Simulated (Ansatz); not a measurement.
One change: `C=C(F)/C(F)=C/F` becomes `F/C=[C](/F)[GaH2]`.

Ansatz, PBE0-D4/def2-TZVP geometries, multiplicity 1. Each molecule was computed in one conformer, which needn't be the lowest.

Scalar relativity is left out up to krypton.

```csv
property,`C=C(F)/C(F)=C/F`
HOMO–LUMO gap (PBE/def2-TZVPP) / eV,3.97
size of the dipole moment (PBE/def2-TZVPP) / D,0.94
HOMO–LUMO gap (ωB97M-V/def2-TZVPP) / eV,10.19
HOMO energy (PBE0/def2-TZVPP) / eV,-7.16
LUMO energy (ωB97M-V/def2-TZVPP) / eV,0.92
HOMO–LUMO gap (PBE0/def2-TZVPP) / eV,5.98
```

(1) What does the change do to each property? (Estimate.)

Answers

(1) Ansatz gave: 
| property | `F/C=[C](/F)[GaH2]` | shift |
| --- | --- | --- |
| HOMO–LUMO gap (PBE/def2-TZVPP) / eV | 3.41 | -0.56 |
| size of the dipole moment (PBE/def2-TZVPP) / D | 0.35 | -0.59 |
| HOMO–LUMO gap (ωB97M-V/def2-TZVPP) / eV | 9.44 | -0.75 |
| HOMO energy (PBE0/def2-TZVPP) / eV | -7.53 | -0.37 |
| LUMO energy (ωB97M-V/def2-TZVPP) / eV | -0.32 | -1.24 |
| HOMO–LUMO gap (PBE0/def2-TZVPP) / eV | 5.46 | -0.52 |

With PBE0 the HOMO falls by 0.37 eV and the LUMO falls by 0.89 eV, so the gap narrows by about 0.52 eV. PBE moves the HOMO by -0.26 eV and ωB97M-V by -0.49 eV. The zero-point energy changes by -59.8 kJ/mol with -6 modes. Dipoles are sizes alone; their direction can turn.
